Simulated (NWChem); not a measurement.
System: ZnICl; SMILES [Cl][Zn][I]

Results from NWChem. The geometry was optimised at PBE0/def2-SVP. def2 effective core potentials on I; no spin-orbit coupling.

**Question.** Estimate the computed values for BHandHLYP/def2-SVP. Quantities: highest occupied level (eV); orbital gap (eV); dipole (D).

**Answer.** 
| Property | Result |
|---|---|
| highest occupied level (eV) | -8.85 |
| orbital gap (eV) | 7.98 |
| dipole (D) | 0.62 |
